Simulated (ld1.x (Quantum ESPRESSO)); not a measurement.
**Cutoff test, zirconium (Zr), RRKJ**

Zr, norm-conserving RRKJ (Kleinman–Bylander form), made with ld1.x (Quantum ESPRESSO) 7.5 (PBEsol, scalar-relativistic). Core [Ar] 3d10 4s2, reference 4p6 4d2 5s1 5p0 (charge +1). Waves: 4p (bound): rc 1.30 bohr; 4d (bound): rc 2.35 bohr; 5s (bound): rc 2.95 bohr. Local part: the s channel. Core correction: Bessel-smoothed model core inside 1.00 bohr.

The pseudo-atom Hamiltonian at the reference potential is diagonalised in spherical Bessel functions j_l(qr) that vanish at 20 bohr, with q² up to the cutoff. All-electron valence levels (Ry): 4p -2.8756, 5p -0.4590, 4d -0.7353, 5s -0.7332.

Question: How do the lowest levels (Ry) of each channel move with the cutoff, and are there ghosts?

Answer:

```tsv
cutoff (Ry)	p #1	p #2	p #3	d #1	s #1	s #2	f #1	f #2	Σ f·Δε (mRy)
8	-2.3060	-0.3898	-0.1249	-0.4310	-0.7313	-0.2159	-0.0690	0.0251	4029.0
12	-2.6023	-0.3967	-0.1265	-0.6082	-0.7330	-0.2164	-0.0690	0.0251	1894.7
18	-2.6357	-0.3970	-0.1265	-0.7201	-0.7331	-0.2164	-0.0690	0.0251	1470.2
25	-2.6672	-0.3976	-0.1267	-0.7344	-0.7332	-0.2165	-0.0690	0.0250	1252.7
35	-2.7594	-0.3998	-0.1272	-0.7353	-0.7332	-0.2165	-0.0690	0.0250	697.9
50	-2.8419	-0.4017	-0.1277	-0.7353	-0.7332	-0.2165	-0.0690	0.0250	202.8
60	-2.8633	-0.4022	-0.1278	-0.7353	-0.7332	-0.2165	-0.0690	0.0250	74.1
80	-2.8750	-0.4025	-0.1278	-0.7353	-0.7332	-0.2165	-0.0690	0.0250	4.0
100	-2.8755	-0.4025	-0.1279	-0.7353	-0.7332	-0.2165	-0.0690	0.0250	1.3
120	-2.8756	-0.4025	-0.1279	-0.7353	-0.7332	-0.2165	-0.0690	0.0250	0.8
160	-2.8756	-0.4025	-0.1279	-0.7353	-0.7332	-0.2165	-0.0690	0.0250	0.2
400	-2.8757	-0.4025	-0.1279	-0.7353	-0.7332	-0.2165	-0.0690	0.0250	0.0
```

Result: no extra level below or beside the all-electron valence levels (p, d, s, f tested); 10 mRy is reached at 80 Ry and 1 mRy at 120 Ry.

4 of 7 tests not solved or not reliable.
